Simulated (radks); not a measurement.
Results of a calculation; reference values are marked as such.
Problem. Excited configurations of the ruthenium ion Ru+: one electron is placed in a higher orbital outside [Kr] 4d6. The ground configuration is [Kr] 4d7. Code: a radial shooting solver on a logarithmic mesh with Libxc functionals. Model: Dirac Kohn-Sham, BLYP, spin-unpolarised, spherical densities, finite nucleus; open shells are shared between the two j in proportion to 2j + 1; Fermi nuclear charge, rms radius 4.4809 fm. Excitation = E - E(ground); binding = E(ion) - E, where the ion is the core of charge +2; n* = 2/sqrt(2 binding) in atomic units, and the quantum defect is n - n*. Eigenvalue and <r> are those of j = l + 1/2.

| outer orbital | excitation (eV) | binding (eV) | n* | quantum defect | eigenvalue (eV) | <r> (bohr) |
|---|---|---|---|---|---|---|
| 5s | 2.622 | 15.495 | 1.874 | 3.126 | -11.824 | 2.944 |
| 6d | 14.716 | 3.401 | 4.001 | 1.999 | -2.538 | 11.00 |
| 7s | 14.402 | 3.715 | 3.828 | 3.172 | -2.896 | 11.37 |
| 7p | 15.001 | 3.116 | 4.179 | 2.821 | -2.427 | 13.12 |
| 7f | 16.747 | 1.370 | 6.303 | 0.697 | -1.057 | 28.48 |

Estimate the row for 6p.

Solution. excitation (eV) 12.988; binding (eV) 5.129; n* 3.257; quantum defect 2.743; eigenvalue (eV) -3.924; <r> (bohr) 7.823. The Delta-SCF ionisation energy is 18.117 eV (NIST Atomic Spectra Database: 16.8 eV, semi-empirical). Self-interaction in the functional shifts the binding energies and quantum defects, so they are the method's values and not measured ones. Spin polarisation and multiplet splitting are left out, so open shells lie too high by an amount that depends on their filling. Sharing an open shell by 2j + 1 raises it above the true ground level by a part of the spin-orbit splitting, which enters the differences from NIST.

Beside tabulated values, note that spin-unpolarised runs miss the spin-polarisation part of the exchange energy of open shells.
